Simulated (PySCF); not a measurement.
Gas-phase reaction: Ga(OH)3 + GaH + 2 HBr ⇌ 2 GaBr + 3 H2O

Method: PySCF energies plus ideal-gas RRHO corrections (1 bar). † marks an energy on the PBE0/def2-TZVP geometry and frequencies; other levels use their own. MP2 and CCSD(T) freeze the core. 6-31G* has spherical d functions here. All species are closed-shell singlets. B3LYP is the form with VWN-RPA correlation. Br, Ga: all electrons, no relativistic terms. Ga(OH)3, GaH: computed as isolated molecules; such fragments, hydroxides, amides, oligomers or adducts are transient or little studied in the gas. MP2 isn't extrapolated to the basis-set limit; its ΔH°(298 K) is -100.1 kJ in def2-SVP and -132.8 kJ in def2-TZVPP. CCSD(T) isn't extrapolated to the basis-set limit; its ΔH°(298 K) is -111.5 kJ in def2-SVP and -136.5 kJ in def2-TZVPP. The harmonic model lacks anharmonicity and excited electronic states, which grow with temperature; levels with a mode under 35 cm⁻¹ are left out.

ΔH° and ΔS° at 298 K: B3LYP/6-31G* -158 kJ, 156 J/K; CCSD(T)/def2-TZVPP† -137 kJ, 156 J/K; HF/6-31G* -163 kJ, 161 J/K; M06-2X/def2-TZVP† -144 kJ, 156 J/K; MP2/def2-SVP† -100 kJ, 156 J/K; PBE/def2-TZVP† -172 kJ, 156 J/K.

With the heat capacities included, give log10 K (1 bar) at 1000, 1200, 1400, 1600, 1800 K from B3LYP/6-31G*, CCSD(T)/def2-TZVPP†, HF/6-31G*, M06-2X/def2-TZVP†, MP2/def2-SVP†, PBE/def2-TZVP†.


```
T (K)  B3LYP/6-31G*  CCSD(T)/def2-TZVPP†  HF/6-31G*  M06-2X/def2-TZVP†  MP2/def2-SVP†  PBE/def2-TZVP†
-----  ------------  -------------------  ---------  -----------------  -------------  --------------
1000           15.8                 14.7       16.4               15.1           12.8            16.6
1200           14.2                 13.4       14.8               13.7           11.8            14.9
1400           13.1                 12.3       13.6               12.6           11.0            13.7
1600           12.2                 11.5       12.6               11.8           10.3            12.7
1800           11.5                 10.9       11.9               11.1            9.8            11.9
```
